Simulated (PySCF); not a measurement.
Simulation results for CH6BN, CH7BNSi, CH6BOSi, CH7BOSi and others

Computed with PySCF 2.14.0. Calculation on a computer-drawn molecule: the log of a Hartree-Fock and frozen-core CCSD(T) single point meant for a local Hartree-Fock minimum, with one planted fault or none, to be diagnosed. Offsets are logged minus clean, where the clean run is the same molecule without the fault. The reference is restricted for singlets and unrestricted otherwise, and also for a bond in bohr or an excited solution. Adding or removing an electron swaps singlet and doublet. The excited solution moves the top pair (singlet) or top alpha electron (doublet) to the lowest empty orbital. Highest occupied and lowest empty are orbital energies over both spins, largest force is the largest gradient component, triples share is (T) over the correlation energy, the T1 limit is 0.02 restricted and 0.045 unrestricted, electrons count all cores, a negative frequency is imaginary (commonest isotopes), and the dipole is about the centre of nuclear charge.

Common to all runs: logged SCF converged yes; logged CC converged yes; logged SCF stable within its kind yes; possible faults no fault, one electron removed, one electron added, multiplicity raised by two, geometry at a saddle point, SCF held on an excited solution, minimal basis STO-3G, one bond length entered in bohr, all coordinates scaled.

(1) 
```xyz
9
formula=CH6BN meant_charge=0 meant_multiplicity=1 meant_basis=cc-pVDZ logged_electrons=24 logged_basis_functions=72 logged_spin_squared=0 logged_highest_occupied=-11.702 logged_lowest_empty=5.0847 logged_largest_force=0.026534 logged_T1_diagnostic=0.011238 logged_D1_diagnostic=0.040794 logged_triples_share=0.02493 logged_dipole_magnitude=1.6178 logged_energy_HF=-120.5467 logged_energy_CCSD(T)=-121.0011 planted_fault=all_coordinates_scaled,by_-2.7_% HF_energy_offset_from_clean_run=3.876 CCSD(T)_energy_offset_from_clean_run=6.576
C     -0.2121     0.4078     1.0711
B      1.0678    -0.4508     1.0974
N      1.7331    -0.7284     2.2460
H     -0.5208     0.7545     2.0294
H     -1.0179    -0.1453     0.6451
H     -0.0725     1.2574     0.4423
H      1.5045    -0.8932     0.1013
H      1.4479    -0.4066     3.1180
H      2.5401    -1.2679     2.2736
```

Units: logged_highest_occupied, logged_lowest_empty in eV; logged_largest_force in hartree/bohr; logged_dipole_magnitude in debye; logged_energy_HF, logged_energy_CCSD(T) in hartree; HF_energy_offset_from_clean_run, CCSD(T)_energy_offset_from_clean_run in kcal/mol.

Drawn bonds:
| atom | other atom | order |
| --- | --- | --- |
| 1 | 2 | 1 |
| 2 | 3 | 1 |
| 1 | 4 | 1 |
| 1 | 5 | 1 |
| 1 | 6 | 1 |
| 2 | 7 | 1 |
| 3 | 8 | 1 |
| 3 | 9 | 1 |

(2) 
```xyz
11
formula=CH7BNSi meant_charge=1 meant_multiplicity=1 meant_basis=cc-pV(D+d)Z logged_electrons=39 logged_basis_functions=100 logged_spin_squared=0.7671 logged_highest_occupied=-6.2056 logged_lowest_empty=2.6589 logged_largest_force=0.083602 logged_T1_diagnostic=0.016696 logged_D1_diagnostic=0.083783 logged_triples_share=0.028187 logged_dipole_magnitude=0.70894 logged_energy_HF=-410.01336 logged_energy_CCSD(T)=-410.57166 planted_fault=one_electron_added HF_energy_offset_from_clean_run=-125.7 CCSD(T)_energy_offset_from_clean_run=-136.7
C     -1.4209    -1.7117     0.1636
B     -1.0370    -1.6723    -1.3493
N      0.2779    -1.1964    -1.8567
Si     1.5901    -0.6232    -1.0536
H     -2.3359    -1.1263     0.3052
H     -1.6929    -2.7403     0.4249
H     -0.6810    -1.3636     0.8862
H     -1.7865    -2.0280    -2.2039
H      0.3629    -1.2378    -2.8619
H      1.5883    -0.5161     0.3971
H      2.7534    -0.2264    -1.8378
```

Units: logged_highest_occupied, logged_lowest_empty in eV; logged_largest_force in hartree/bohr; logged_dipole_magnitude in debye; logged_energy_HF, logged_energy_CCSD(T) in hartree; HF_energy_offset_from_clean_run, CCSD(T)_energy_offset_from_clean_run in kcal/mol.

Drawn bonds:
| atom | other atom | order |
| --- | --- | --- |
| 1 | 2 | 1 |
| 2 | 3 | 1 |
| 3 | 4 | 1 |
| 1 | 5 | 1 |
| 1 | 6 | 1 |
| 1 | 7 | 1 |
| 2 | 8 | 1 |
| 3 | 9 | 1 |
| 4 | 10 | 1 |
| 4 | 11 | 1 |

(3) 
```xyz
10
formula=CH6BOSi meant_charge=1 meant_multiplicity=1 meant_basis=cc-pV(D+d)Z logged_electrons=38 logged_basis_functions=95 logged_spin_squared=0 logged_highest_occupied=-16.152 logged_lowest_empty=-4.1454 logged_largest_force=0.035596 logged_T1_diagnostic=0.021007 logged_D1_diagnostic=0.070617 logged_triples_share=0.028155 logged_dipole_magnitude=3.3082 logged_energy_HF=-429.52856 logged_energy_CCSD(T)=-430.07792 planted_fault=one_bond_length_entered_in_bohr,row_2_of_the_drawn_bonds HF_energy_offset_from_clean_run=76.82 CCSD(T)_energy_offset_from_clean_run=73.98
C      1.3238     2.9187    -0.7808
B      0.3680     2.4758    -1.9184
O     -1.0493     0.1940    -1.6705
Si    -1.8888    -1.0970    -1.5887
H      2.3271     3.0723    -1.1923
H      1.3854     2.2301     0.0625
H      1.0038     3.9010    -0.4146
H      0.1688     3.0517    -2.9404
H     -1.3185    -2.3334    -2.1026
H     -3.2149    -1.0301    -0.9930
```

Units: logged_highest_occupied, logged_lowest_empty in eV; logged_largest_force in hartree/bohr; logged_dipole_magnitude in debye; logged_energy_HF, logged_energy_CCSD(T) in hartree; HF_energy_offset_from_clean_run, CCSD(T)_energy_offset_from_clean_run in kcal/mol.

Drawn bonds:
| atom | other atom | order |
| --- | --- | --- |
| 1 | 2 | 1 |
| 2 | 3 | 1 |
| 3 | 4 | 1 |
| 1 | 5 | 1 |
| 1 | 6 | 1 |
| 1 | 7 | 1 |
| 2 | 8 | 1 |
| 4 | 9 | 1 |
| 4 | 10 | 1 |

(4) 
```xyz
10
formula=CH6BOSi meant_charge=1 meant_multiplicity=1 meant_basis=cc-pV(D+d)Z logged_electrons=37 logged_basis_functions=95 logged_spin_squared=0.7672 logged_highest_occupied=-24.118 logged_lowest_empty=-14.091 logged_largest_force=0.11562 logged_T1_diagnostic=0.028792 logged_D1_diagnostic=0.16312 logged_triples_share=0.027602 logged_dipole_magnitude=1.4451 logged_energy_HF=-429.07796 logged_energy_CCSD(T)=-429.59975 planted_fault=one_electron_removed HF_energy_offset_from_clean_run=359.6 CCSD(T)_energy_offset_from_clean_run=374
C      1.3238     2.9187    -0.7808
B      0.3680     2.4758    -1.9184
O     -0.3820     1.2683    -1.7872
Si    -1.2215    -0.0227    -1.7055
H      2.3271     3.0723    -1.1923
H      1.3854     2.2301     0.0625
H      1.0038     3.9010    -0.4146
H      0.1688     3.0517    -2.9404
H     -0.6512    -1.2591    -2.2193
H     -2.5477     0.0443    -1.1098
```

Units: logged_highest_occupied, logged_lowest_empty in eV; logged_largest_force in hartree/bohr; logged_dipole_magnitude in debye; logged_energy_HF, logged_energy_CCSD(T) in hartree; HF_energy_offset_from_clean_run, CCSD(T)_energy_offset_from_clean_run in kcal/mol.

Drawn bonds:
| atom | other atom | order |
| --- | --- | --- |
| 1 | 2 | 1 |
| 2 | 3 | 1 |
| 3 | 4 | 1 |
| 1 | 5 | 1 |
| 1 | 6 | 1 |
| 1 | 7 | 1 |
| 2 | 8 | 1 |
| 4 | 9 | 1 |
| 4 | 10 | 1 |

(5) 
```xyz
11
formula=CH7BOSi meant_charge=0 meant_multiplicity=1 meant_basis=cc-pV(D+d)Z logged_electrons=40 logged_basis_functions=31 logged_spin_squared=0 logged_highest_occupied=-8.8798 logged_lowest_empty=8.723 logged_largest_force=0.041602 logged_T1_diagnostic=0.016601 logged_D1_diagnostic=0.077139 logged_triples_share=0.023818 logged_dipole_magnitude=1.5912 logged_energy_HF=-425.38367 logged_energy_CCSD(T)=-425.61365 planted_fault=minimal_basis_STO-3G HF_energy_offset_from_clean_run=3224 CCSD(T)_energy_offset_from_clean_run=3444
C      0.7620     0.7746    -0.6854
B     -0.4003     0.1879     0.2109
O     -1.3827     0.9412     0.7680
Si    -1.8359     2.5329     0.8214
H      0.7715     0.2659    -1.6559
H      0.7142     1.8523    -0.8627
H      1.7279     0.5470    -0.2193
H     -0.4428    -0.9960     0.4348
H     -0.7609     3.3517     1.4203
H     -2.1266     3.0287    -0.5403
H     -3.0495     2.6159     1.6529
```

Units: logged_highest_occupied, logged_lowest_empty in eV; logged_largest_force in hartree/bohr; logged_dipole_magnitude in debye; logged_energy_HF, logged_energy_CCSD(T) in hartree; HF_energy_offset_from_clean_run, CCSD(T)_energy_offset_from_clean_run in kcal/mol.

Drawn bonds:
| atom | other atom | order |
| --- | --- | --- |
| 1 | 2 | 1 |
| 2 | 3 | 1 |
| 3 | 4 | 1 |
| 1 | 5 | 1 |
| 1 | 6 | 1 |
| 1 | 7 | 1 |
| 2 | 8 | 1 |
| 4 | 9 | 1 |
| 4 | 10 | 1 |
| 4 | 11 | 1 |

(6) 
```xyz
11
formula=C2H7AlB meant_charge=1 meant_multiplicity=1 meant_basis=cc-pV(D+d)Z logged_electrons=36 logged_basis_functions=100 logged_spin_squared=0 logged_highest_occupied=-16.549 logged_lowest_empty=-4.3131 logged_largest_force=2.174e-05 logged_lowest_frequency=55.124 logged_T1_diagnostic=0.011402 logged_D1_diagnostic=0.028652 logged_triples_share=0.028494 logged_dipole_magnitude=6.1254 logged_energy_HF=-346.16182 logged_energy_CCSD(T)=-346.64295 planted_fault=no_fault HF_energy_offset_from_clean_run=0 CCSD(T)_energy_offset_from_clean_run=0
C      0.9546     1.8698     0.2286
B      0.4939     0.9172    -0.9205
C      0.6883    -0.6708    -0.8599
Al    -0.9046    -1.6697    -0.5512
H      1.1899     1.3846     1.1779
H      0.2473     2.6857     0.3979
H      1.8767     2.3536    -0.1266
H     -0.0214     1.3509    -1.9144
H      1.0116    -1.0507    -1.8421
H      1.4072    -0.9984    -0.0982
H     -2.1751    -2.5188    -0.3160
```

Units: logged_highest_occupied, logged_lowest_empty in eV; logged_largest_force in hartree/bohr; logged_lowest_frequency in cm⁻¹; logged_dipole_magnitude in debye; logged_energy_HF, logged_energy_CCSD(T) in hartree; HF_energy_offset_from_clean_run, CCSD(T)_energy_offset_from_clean_run in kcal/mol.

Drawn bonds:
| atom | other atom | order |
| --- | --- | --- |
| 1 | 2 | 1 |
| 2 | 3 | 1 |
| 3 | 4 | 1 |
| 1 | 5 | 1 |
| 1 | 6 | 1 |
| 1 | 7 | 1 |
| 2 | 8 | 1 |
| 3 | 9 | 1 |
| 3 | 10 | 1 |
| 4 | 11 | 1 |

(7) 
```xyz
12
formula=C3H8B meant_charge=0 meant_multiplicity=2 meant_basis=cc-pVDZ logged_electrons=32 logged_basis_functions=96 logged_spin_squared=0 logged_highest_occupied=-0.94917 logged_lowest_empty=9.6362 logged_largest_force=0.077204 logged_T1_diagnostic=0.011746 logged_D1_diagnostic=0.047521 logged_triples_share=0.031752 logged_dipole_magnitude=2.8407 logged_energy_HF=-142.90327 logged_energy_CCSD(T)=-143.51958 planted_fault=one_electron_added HF_energy_offset_from_clean_run=13 CCSD(T)_energy_offset_from_clean_run=-19.28
C      0.2084    -1.3051     0.3557
B     -0.6325    -1.1488     1.6870
C     -2.0822    -0.6273     1.7770
C     -2.9699    -0.1737     0.6539
H      1.1311    -0.7176     0.4368
H      0.5336    -2.3474     0.2507
H     -0.3005    -1.0134    -0.5651
H     -0.0980    -1.4630     2.7229
H     -2.5504    -0.5678     2.7581
H     -3.8863    -0.7729     0.6198
H     -2.4865    -0.2403    -0.3204
H     -3.2852     0.8644     0.8060
```

Units: logged_highest_occupied, logged_lowest_empty in eV; logged_largest_force in hartree/bohr; logged_dipole_magnitude in debye; logged_energy_HF, logged_energy_CCSD(T) in hartree; HF_energy_offset_from_clean_run, CCSD(T)_energy_offset_from_clean_run in kcal/mol.

Drawn bonds:
| atom | other atom | order |
| --- | --- | --- |
| 1 | 2 | 1 |
| 2 | 3 | 1 |
| 3 | 4 | 1 |
| 1 | 5 | 1 |
| 1 | 6 | 1 |
| 1 | 7 | 1 |
| 2 | 8 | 1 |
| 3 | 9 | 1 |
| 4 | 10 | 1 |
| 4 | 11 | 1 |
| 4 | 12 | 1 |

(8) 
```xyz
10
formula=CH6AlBO meant_charge=0 meant_multiplicity=1 meant_basis=cc-pV(D+d)Z logged_electrons=38 logged_basis_functions=95 logged_spin_squared=0 logged_highest_occupied=-11.249 logged_lowest_empty=1.5288 logged_largest_force=4.753e-06 logged_lowest_frequency=68.172 logged_T1_diagnostic=0.014295 logged_D1_diagnostic=0.043205 logged_triples_share=0.023982 logged_dipole_magnitude=0.61736 logged_energy_HF=-382.93391 logged_energy_CCSD(T)=-383.46967 planted_fault=no_fault HF_energy_offset_from_clean_run=0 CCSD(T)_energy_offset_from_clean_run=0
C     -0.7331     0.3884    -0.6826
B      0.8013     0.7478    -0.8058
O      1.4535     0.7279    -1.9826
Al     2.3719     0.7372    -3.3952
H     -1.2804     1.2313    -0.2442
H     -0.8662    -0.4484     0.0132
H     -1.1999     0.1272    -1.6356
H      1.4235     1.0538     0.1876
H      3.0981    -0.5915    -3.8145
H      2.4415     2.0705    -4.2237
```

Units: logged_highest_occupied, logged_lowest_empty in eV; logged_largest_force in hartree/bohr; logged_lowest_frequency in cm⁻¹; logged_dipole_magnitude in debye; logged_energy_HF, logged_energy_CCSD(T) in hartree; HF_energy_offset_from_clean_run, CCSD(T)_energy_offset_from_clean_run in kcal/mol.

Drawn bonds:
| atom | other atom | order |
| --- | --- | --- |
| 1 | 2 | 1 |
| 2 | 3 | 1 |
| 3 | 4 | 1 |
| 1 | 5 | 1 |
| 1 | 6 | 1 |
| 1 | 7 | 1 |
| 2 | 8 | 1 |
| 4 | 9 | 1 |
| 4 | 10 | 1 |

(9) 
```xyz
8
formula=CH4AlBO meant_charge=0 meant_multiplicity=1 meant_basis=cc-pV(D+d)Z logged_electrons=36 logged_basis_functions=85 logged_spin_squared=0 logged_highest_occupied=-8.8134 logged_lowest_empty=1.4511 logged_largest_force=3.518e-05 logged_lowest_frequency=69.683 logged_T1_diagnostic=0.015206 logged_D1_diagnostic=0.043045 logged_triples_share=0.026611 logged_dipole_magnitude=0.35068 logged_energy_HF=-381.7728 logged_energy_CCSD(T)=-382.2826 planted_fault=no_fault HF_energy_offset_from_clean_run=0 CCSD(T)_energy_offset_from_clean_run=0
C     -0.6301    -0.8547     0.4024
B      0.0729    -0.1772    -0.8410
O      0.3692     1.1402    -0.8771
Al     0.7970     2.7806    -1.0566
H      0.0042    -1.6576     0.7969
H     -0.8550    -0.1572     1.2129
H     -1.5618    -1.3396     0.0875
H      0.3615    -0.8570    -1.8016
```

Units: logged_highest_occupied, logged_lowest_empty in eV; logged_largest_force in hartree/bohr; logged_lowest_frequency in cm⁻¹; logged_dipole_magnitude in debye; logged_energy_HF, logged_energy_CCSD(T) in hartree; HF_energy_offset_from_clean_run, CCSD(T)_energy_offset_from_clean_run in kcal/mol.

Drawn bonds:
| atom | other atom | order |
| --- | --- | --- |
| 1 | 2 | 1 |
| 2 | 3 | 1 |
| 3 | 4 | 1 |
| 1 | 5 | 1 |
| 1 | 6 | 1 |
| 1 | 7 | 1 |
| 2 | 8 | 1 |

(10) 
```xyz
8
formula=CH4AlBO meant_charge=0 meant_multiplicity=1 meant_basis=cc-pV(D+d)Z logged_electrons=36 logged_basis_functions=85 logged_spin_squared=0 logged_highest_occupied=-8.6638 logged_lowest_empty=1.528 logged_largest_force=0.03682 logged_T1_diagnostic=0.014171 logged_D1_diagnostic=0.038772 logged_triples_share=0.025406 logged_dipole_magnitude=0.28338 logged_energy_HF=-381.76098 logged_energy_CCSD(T)=-382.2649 planted_fault=all_coordinates_scaled,by_-3.8_% HF_energy_offset_from_clean_run=7.421 CCSD(T)_energy_offset_from_clean_run=11.1
C     -0.6062    -0.8222     0.3871
B      0.0701    -0.1705    -0.8090
O      0.3552     1.0968    -0.8437
Al     0.7667     2.6749    -1.0165
H      0.0041    -1.5946     0.7666
H     -0.8225    -0.1513     1.1668
H     -1.5024    -1.2887     0.0841
H      0.3477    -0.8244    -1.7331
```

Units: logged_highest_occupied, logged_lowest_empty in eV; logged_largest_force in hartree/bohr; logged_dipole_magnitude in debye; logged_energy_HF, logged_energy_CCSD(T) in hartree; HF_energy_offset_from_clean_run, CCSD(T)_energy_offset_from_clean_run in kcal/mol.

Drawn bonds:
| atom | other atom | order |
| --- | --- | --- |
| 1 | 2 | 1 |
| 2 | 3 | 1 |
| 3 | 4 | 1 |
| 1 | 5 | 1 |
| 1 | 6 | 1 |
| 1 | 7 | 1 |
| 2 | 8 | 1 |
